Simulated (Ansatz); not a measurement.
The pair A = HF (SMILES F) (first 2 atoms), B = C4H6 (SMILES C=CC=C); geometry from B3LYP-D3(BJ)/def2-TZVP.
(charge 0, multiplicity 1):
```xyz
12

F      0.5360     0.0197     0.2479
H      0.6546     0.2495     1.1478
C      1.0991     1.2997     3.0001
C      0.6517     0.1078     3.4137
C     -0.7408    -0.1942     3.6943
C     -1.1686    -1.3883     4.1038
H      0.4249     2.1366     2.8592
H      2.1500     1.4782     2.8169
H      1.3587    -0.7050     3.5559
H     -1.4515     0.6147     3.5534
H     -2.2139    -1.5786     4.3046
H     -0.4818    -2.2141     4.2481
```

Cores are frozen in the correlated methods. MP2 and its Hartree–Fock in aug-cc-pVTZ are density fitted.

Run with Ansatz (Gaussian basis) for Hartree–Fock, density functionals and correlated methods. 

The counterpoise-corrected interaction energy is E(AB) − E(A in the pair's basis) − E(B in the pair's basis). Total energies (hartree):

```tsv
level	AB	A in the pair's basis	B in the pair's basis
HF/aug-cc-pVDZ	-254.9774806	-100.0325299	-154.9409617
MP2/aug-cc-pVDZ	-255.7584878	-100.2565628	-155.4954695
HF/aug-cc-pVTZ	-255.0431688	-100.0599565	-154.9791523
MP2/aug-cc-pVTZ	-255.9872743	-100.3411113	-155.6387514
CCSD(T)/aug-cc-pVDZ	-255.8345977	-100.2645421	-155.5641424
```

Task: Work out the counterpoise-corrected interaction energy at the basis-set limit: extrapolate the MP2 correlation part as X⁻³, take Hartree–Fock from the larger set, and add the CCSD(T) − MP2 difference of aug-cc-pVDZ.

Result: 
1. Differences (1 hartree = 627.509 kcal/mol): HF/aug-cc-pVDZ -2.503; MP2/aug-cc-pVDZ -4.051; HF/aug-cc-pVTZ -2.548; MP2/aug-cc-pVTZ -4.651; CCSD(T)/aug-cc-pVDZ -3.711.
2. Correlation parts, MP2 less HF: -1.548 in aug-cc-pVDZ (X = 2), -2.103 in aug-cc-pVTZ (X = 3).
3. Limit (3³·(-2.103) − 2³·(-1.548))/(3³ − 2³) = -2.337; with HF/aug-cc-pVTZ it gives -4.885.
4. CCSD(T) less MP2 in aug-cc-pVDZ: 0.340.
Result: -4.54 kcal/mol, against -4.05 at MP2/aug-cc-pVDZ. It is an estimate of this method's limit, not of the exact value.

Ansatz is a quantum-chemistry and plane-wave program.
